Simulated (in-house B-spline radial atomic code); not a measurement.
Ag. Computed with a B-spline radial atomic code. Model: all-electron spherical atom, spin shells full or empty, radial basis limit, no spin-orbit coupling, Breit or QED, empty-state partial waves extrapolated as (l+1/2)^-4, RPA, G0W0 and static COHSEX of the highest shell as one setting changes (uncorrelated shells keep exact exchange).

Given: element Ag; charge 0; filled core Kr; hamiltonian one-electron scalar X2C; mean-field start PBE0; highest l of empty states 9; nuclear rms radius 4.5454 fm; highest mean-field shell 5s up.

Shell: 4d 5 5, 5s 1 0 (electrons up and down).

```csv
natural log step of frequency grid,RPA correlation energy (hartree),G0W0 level (eV),G0W0 minus most complete (meV),RPA minus most complete (millihartree),linearised minus solved G0W0 (meV)
0.25,-3.5847,-7.8786,0,0,-26.3
0.4,-3.5847,-7.8786,0,0,-26.3
0.6,-3.5847,-7.8786,0,0,-26.3
0.9,-3.5847,-7.8786,0,0,-26.4
1.3,?,?,?,?,?
1.8,?,?,?,?,?
2.5,-3.517,-7.8491,29.5,67.7,-21
3.5,-3.4972,-7.8682,10.4,87.5,-15.7
```

(1) What follows for natural log step of frequency grid = 1.3?

(2) What follows for natural log step of frequency grid = 1.8?

## Answers

(1) RPA correlation energy -3.5844 hartree; G0W0 level -7.8794 eV; G0W0 minus most complete -0.8 meV; RPA minus most complete 0.3 millihartree; linearised minus solved G0W0 -26.1 meV.

(2) RPA correlation energy -3.5929 hartree; G0W0 level -7.8728 eV; G0W0 minus most complete 5.8 meV; RPA minus most complete -8.2 millihartree; linearised minus solved G0W0 -23.6 meV.
